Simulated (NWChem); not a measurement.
**Correlation energy of sulfur trioxide (O3S)**

```
S
O 1 1.4693
O 1 1.4693 2 120.00
O 1 1.4693 2 120.00 3 180.00
```
Charge 0, spin multiplicity 1.

The numbers come from NWChem runs, not from measurements. Structure: optimised with PBE/def2-SVP, a minimum by its harmonic frequencies.

Basis set: STO-3G. Each correlation energy counts from its own Hartree-Fock reference.

The correlated methods keep 8 core orbitals frozen. Coupled-cluster values serve here as a point of comparison, not as the truth.

| method | correlation energy (mHa) |
|---|---|
| MP2 | -233.3 |
| SCS-MP2 | [?] |
| CCSD | -231.6 |
| CCSD+T(CCSD) | -264.6 |
| CCSD(T) | -260.5 |
| CR-CCSD[T] | -258.1 |
| CR-CCSD(T) | [?] |
| CCSDT | -262.5 |

Problem. Fill in the missing entries.

Solution. 
- SCS-MP2, correlation energy (mHa): -228.0
- CR-CCSD(T), correlation energy (mHa): -254.6
